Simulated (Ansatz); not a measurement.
`C[SiH](F)[O][AlH2]` + H₂S → `[AlH2][SH]` + `C[SiH](O)F`  (ligand exchange at the Al–O bond)

Gas-phase electronic energies from Ansatz, PBE0-D4/def2-TZVP geometries. CCSD(T)/CBS is the MP2 limit (def2-TZVPP, def2-QZVPP) plus CCSD(T) − MP2 in def2-TZVPP, frozen cores. This one scheme is used for every species. Functionals use def2-TZVPP. B3LYP here is the variant with VWN-RPA as its local correlation; programs differ in this. One conformer a species, not always the lowest.

Task: Is it downhill or uphill in electronic energy at CCSD(T)/CBS, and by how much? (Estimate.)

Result: Computed: Uphill: ΔE = +10.8 kcal/mol.

Task: What do these levels give: PBE-D4, r2SCAN-D4, ωB97X-V, B2PLYP, r2SCAN, PBE0, B3LYP, HF/def2-TZVPP, MP2/def2-TZVPP, SCS-MP2/def2-TZVPP, SCS-MP2/def2-QZVPP, CCSD/CBS(def2)? (An estimate is asked.)

Result: The calculation gave: PBE-D4 7.8, r2SCAN-D4 9.9, ωB97X-V 10.8, B2PLYP 11.5, r2SCAN 9.7, PBE0 8.1, B3LYP 11.3, HF/def2-TZVPP 13.4, MP2/def2-TZVPP 11.1, SCS-MP2/def2-TZVPP 12.2, SCS-MP2/def2-QZVPP 12.1, CCSD/CBS(def2) 11.4 kcal/mol.

Largest T1 diagnostic among the species: 0.012.

In def2-TZVPP, CCSD(T) changes the Hartree–Fock value by −2.0 kcal/mol (the triples alone add −0.6 kcal/mol) and MP2 by −2.2 kcal/mol.
